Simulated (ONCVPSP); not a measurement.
## Co (Z = 27): one change to an ONCV potential, before and after

ONCVPSP 4.0.1 input, shortened (lines: element, Z, core and valence counts, functional; n l f; lmax; l rc ep ncon nbas qcut; lloc lpopt rc5 dvloc0; l nproj debl; icmod fcfact rcfact), LDA (Perdew-Zunger), scalar-relativistic:

```
  Co 27.00    4    3        3      upf
    1    0    2.00
    2    0    2.00
    2    1    6.00
    3    0    2.00
    3    1    6.00
    3    2    7.00
    4    0    0.50
    2
    0    2.30    0.00    4    8    3.10
    1    0.95    0.00    4    9   15.10
    2    0.85    0.00    5    8   10.90
    4    3    0.85   -1.00
    0    3    3.80
    1    1    2.30
    2    3    2.40
    3    5.00    1.45
```

Change: s: qcut 3.4; p: qcut 16.5; d: qcut 11.9.

Cutoffs: the cutoffs (Ha) at which the residual kinetic energy of the hardest occupied pseudo-wave falls to 1 and 0.1 mHa per electron; they do not see the model core or the augmentation charge, which bear on the density cutoff. Errors are all-electron minus pseudo energies relative to the spin-unpolarised reference configuration.

Problem. What does the change do?

Solution. The potential gets neither clearly harder nor softer (297 Ha and 332 Ha → 285 Ha and 326 Ha); the bound ghost in d disappears; the lowest positive-energy flag moves from s at 74.8 eV to d at 40.1 eV; of the 4 tests that both files solve, the error grows in 1 and shrinks in 0 by more than 15 % and 0.3 meV (median size 10.1 → 10.2 meV).

```csv
quantity,base,changed
"cutoff, loose",297 Ha,285 Ha
"cutoff, tight",332 Ha,326 Ha
loose cutoff by channel,"s 5.0 Ha, p 63 Ha, d 297 Ha","s 5.0 Ha, p 71 Ha, d 285 Ha"
bound ghosts,d,none
GHOST(+) flags under 300 eV,s at 74.8 eV,"d at 40.1 eV, s at 75.3 eV"
"error for 3p6 3d7 4s2, meV [ΔE -16.83 eV]",-15,-15
"error for 3p6 3d7 4s1, meV [ΔE -7.53 eV]",-2.1,-2.1
"error for 3p6 3d7 4s0, meV [ΔE 9.55 eV]",-4.9,-4.9
"error for 3p6 3d6 4s2, meV [ΔE -1.37 eV]",-131,-158
s: phases at 2.33 bohr within 0.05 rad from the reference energy up to (Ha; the scan ends near 5),2.6,2.6
p: phases at 0.96 bohr within 0.05 rad from the reference energy up to (Ha; the scan ends near 5),to the end of the scan,to the end of the scan
d: phases at 0.86 bohr within 0.05 rad from the reference energy up to (Ha; the scan ends near 5),to the end of the scan,to the end of the scan
"rms error of d²Exc/dni dnj with the model core, mHa",2.44,2.42
```

 A true bound ghost makes a file unfit for plane-wave use even where its test errors are small: the radial tests pick states by their node count and pass the ghost by.
